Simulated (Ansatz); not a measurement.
`C=C[SiH2][AlH2]` + NH₃ → `N[SiH2][AlH2]` + `C=C` at 600 K and 1 bar (ligand exchange at the Si–C bond).

Gas-phase electronic energies from Ansatz, PBE0-D4/def2-TZVP geometries. CCSD(T)/CBS is the MP2 limit (def2-TZVPP, def2-QZVPP) plus CCSD(T) − MP2 in def2-TZVPP, frozen cores. This one scheme is used for every species. One conformer a species, not always the lowest.

| species | CCSD(T)/CBS energy (Eh) | H − E (kJ/mol) | S (J/(mol·K)) |
| --- | --- | --- | --- |
| `C=C[SiH2][AlH2]` | -611.35956 | 255.3 | 456.4 |
| NH₃ | -56.50880 | 112.4 | 219.5 |
| `N[SiH2][AlH2]` | -589.40062 | 204.3 | 414.2 |
| `C=C` | -78.48111 | 161.6 | 257.2 |

H − E and S are ideal-gas, rigid-rotor, harmonic terms from PBE0-D4/def2-TZVP, for one conformer and one mirror image of each species. 1 Eh = 2625.50 kJ/mol, R = 8.31446 J/(mol·K).

Task: By hand: ΔE, ΔH, ΔS and ΔG.

Result: ΔE = (-589.40062) + (-78.48111) − (-611.35956) − (-56.50880) = -0.01337 Eh = -35.1 kJ/mol. Δ(H − E) = 204.3 + 161.6 − 255.3 − 112.4 = -1.8, so ΔH = -36.9 kJ/mol. ΔS = 414.2 + 257.2 − 456.4 − 219.5 = -4.5 J/(mol·K). ΔG = -36.9 − 600 × (-4.5)/1000 = -34.2 kJ/mol.

Task: By hand: the equilibrium constant, and the temperature at which ΔG would vanish if ΔH and ΔS stayed fixed.

Result: log₁₀ K = −ΔG/(RT ln 10) = 3.0. ΔG = 0 at ΔH/ΔS = 8200 K, far beyond where these terms or the molecules hold.

The number of gas molecules stays the same, so ΔS is small and ΔH decides. A doubt of 5 kJ/mol in ΔE shifts log₁₀ K by 0.4 here. Other conformers and mirror images would add mixing entropy, several J/(mol·K) or more a flexible species. Modes under 60 cm⁻¹, often nearly free rotors, make the harmonic entropy too high. These are equilibria of isolated gas molecules and say nothing of rates. Largest T1 diagnostic: 0.012 (customary marks: 0.02 for closed shells, 0.045 for open ones).
